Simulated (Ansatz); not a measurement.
A nudged elastic band was laid between two geometries of CH5Sn (7 atoms, charge 0, multiplicity 2).

These are results of UKS PBE-D4/def2-TZVP (Ansatz 0.2.0), not measurements.

| Quantity | Value |
| --- | --- |
| movable images | 5 |
| climbing image | yes |
| spring | 5.0 eV/Å² |
| optimiser | quadratic models (default) |
| start path | through a guess of the saddle point |
| force threshold | 0.05 eV/Å |
| iteration limit | 60 |
| end points | relaxed |

First end point:

```xyz
7
Properties=species:S:1:pos:R:3
C -0.672 -0.564 -0.429
Sn 0.631 0.465 0.983
H -0.555 -1.648 -0.322
H -1.715 -0.284 -0.243
H -0.384 -0.260 -1.444
H 0.471 2.184 0.760
H 2.286 0.039 0.650
```

Last end point:

```xyz
7
Properties=species:S:1:pos:R:3
C -0.621 -0.548 -0.518
Sn 1.096 0.607 0.164
H -0.314 -1.577 -0.742
H -1.371 -0.554 0.285
H -1.048 -0.086 -1.416
H 0.576 2.217 0.577
H 1.743 -0.127 1.605
```

(1) What changes between the two ends?

(2) What energy profile does the band end with?

(3) What is the geometry of the highest image?

## Answers

(1) No bond is made or broken. The height of Sn2 over the plane of its neighbours goes from -0.64 to 0.65 Å. The two ends are copies of one structure, up to a mirror image or an exchange of like atoms.

(2) The run converged. The highest image is number 2 of 0 to 6, 8.4 kcal/mol above the ends, which have the same energy within 2 meV. A vibrational analysis at the climbing image gives one clearly imaginary mode, 606i cm⁻¹, and a faint second one (29i cm⁻¹) that may be numerical noise or a soft torsion: probably a first-order saddle point.

```
image  path coordinate (Å)  energy (kcal/mol)  height of Sn2 over the plane of its neighbours (Å)
    0                 0.00                0.0                                               -0.64
    1                 0.56                0.5                                               -0.55
    2                 1.11                8.4                                                0.00
    3                 1.47                2.7                                                0.40
    4                 1.84                0.2                                                0.64
    5                 2.20                0.1                                                0.64
    6                 2.56                0.0                                                0.65
```

(3) 
```xyz
7
Properties=species:S:1:pos:R:3:forces:R:3
C -0.683 -0.562 -0.506 -0.02 0.00 0.01
Sn 0.783 0.620 0.546 0.01 0.00 -0.01
H -0.370 -1.610 -0.454 0.01 -0.02 -0.02
H -1.660 -0.448 -0.025 0.00 0.01 0.00
H -0.743 -0.242 -1.553 0.01 0.00 0.01
H 0.528 2.281 0.814 0.00 0.00 0.00
H 2.207 -0.107 1.131 -0.01 0.00 0.00
```

Time of the run: 53 s on 2 threads of Intel(R) Xeon(R) Platinum 8488C (Sapphire Rapids), on a shared host, peak memory 0.22 GiB.
